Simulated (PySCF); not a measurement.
C5H7F3OS.
Numbering: `[CH2:1]=[C:2]([CH2:3][C:4]([F:5])([F:6])[F:7])[S@@:8]([CH3:9])=[O:10]` (hydrogens: H11, H12 on C1; H13, H14 on C3; H15, H16, H17 on C9)

The same species was optimised twice, with GFN2-xTB and with PBE0-D3(BJ)/def2-SVP (PySCF), and the same property calculations (PySCF, gas phase) were run on both structures.

```csv
coordinate,GFN2-xTB,PBE0-D3(BJ)/def2-SVP,change
S8=O10 (Å),1.463,1.505,+0.042
S8–C9 (Å),1.847,1.815,-0.032
C2–S8 (Å),1.849,1.823,-0.026
C1=C2 (Å),1.319,1.332,+0.013
C3–C4 (Å),1.516,1.507,-0.009
C4–F7 (Å),1.340,1.333,-0.007
C4–F6 (Å),1.343,1.339,-0.004
C4–F5 (Å),1.342,1.341,-0.001
C2–C3 (Å),1.495,1.496,+0.001
C2–S8–C9 (°),94.3,97.5,+3.2
C2–C3–C4 (°),112.3,114.5,+2.2
C3–C4–F7 (°),111.8,110.7,-1.1
F6–C4–F7 (°),106.3,107.4,+1.1
C2–S8–O10 (°),104.9,105.8,+0.9
F5–C4–F6 (°),106.1,107.0,+0.9
F5–C4–F7 (°),106.5,107.3,+0.8
C1–C2–S8 (°),119.1,118.4,-0.7
C1–C2–C3–C4 (°),-65,-68,-3
C2–C3–C4–F5 (°),-56,-59,-3
C1–C2–S8–C9 (°),84,95,+11
```

Rotational constants: A = 1923, B = 733.0, C = 682.6 MHz (GFN2-xTB) against A = 1892, B = 733.0, C = 680.0 MHz (PBE0-D3(BJ)/def2-SVP). Point groups within 0.08 Å: C1 and C1.

On the GFN2-xTB structure: HOMO (eV) -7.08 [PBE0/pcSseg-1]; LUMO (eV) -1.05 [PBE0/pcSseg-1]; dipole (D) 3.23 [PBE0/pcSseg-1]; GIAO shielding of C1 (ppm) 60.5 [PBE0/pcSseg-1]; GIAO shielding of C2 (ppm) 22.2 [PBE0/pcSseg-1]; GIAO shielding of C3 (ppm) 158.9 [PBE0/pcSseg-1]; GIAO shielding of C4 (ppm) 52.1 [PBE0/pcSseg-1]; GIAO shielding of F5/F6/F7 (mean) (ppm) 252.9 [PBE0/pcSseg-1]; GIAO shielding of S8 (ppm) 198.2 [PBE0/pcSseg-1]; GIAO shielding of C9 (ppm) 135.9 [PBE0/pcSseg-1]; GIAO shielding of O10 (ppm) 278.0 [PBE0/pcSseg-1].

Question: What do these properties become on the PBE0-D3(BJ)/def2-SVP structure?

Answer: 
```
                                    property          level  on GFN2-xTB  on PBE0-D3(BJ)/def2-SVP  change
                                   HOMO (eV)  PBE0/pcSseg-1        -7.08                    -6.98   +0.10
                                   LUMO (eV)  PBE0/pcSseg-1        -1.05                    -1.17   -0.12
                                  dipole (D)  PBE0/pcSseg-1         3.23                     3.26   +0.03
energy, GFN2-xTB geometry as zero (kcal/mol)  PBE0/pcSseg-1          0.0                     -2.7    -2.7
                  GIAO shielding of C1 (ppm)  PBE0/pcSseg-1         60.5                     54.6    -5.9
                  GIAO shielding of C2 (ppm)  PBE0/pcSseg-1         22.2                     25.0    +2.8
                  GIAO shielding of C3 (ppm)  PBE0/pcSseg-1        158.9                    157.9    -1.0
                  GIAO shielding of C4 (ppm)  PBE0/pcSseg-1         52.1                     54.0    +1.9
     GIAO shielding of F5/F6/F7 (mean) (ppm)  PBE0/pcSseg-1        252.9                    256.2    +3.3
                  GIAO shielding of S8 (ppm)  PBE0/pcSseg-1        198.2                    196.9    -1.3
                  GIAO shielding of C9 (ppm)  PBE0/pcSseg-1        135.9                    139.9    +4.0
                 GIAO shielding of O10 (ppm)  PBE0/pcSseg-1        278.0                    261.3   -16.7
```

The heavy atoms differ by 0.087 Å rms after alignment. Among bonds between heavy atoms S8=O10 changes most (+0.042 Å). Changes are differences of the printed values. Neither structure is proved a minimum here.

Shape of the structure used: `[CH2:1]=[C:2]([CH2:3][C:4]([F:5])([F:6])[F:7])[S@@:8]([CH3:9])=[O:10]`: C1–C2–C3–C4 -68°, C2–C3–C4–F5 -59°, C1–C2–S8–C9 95°.
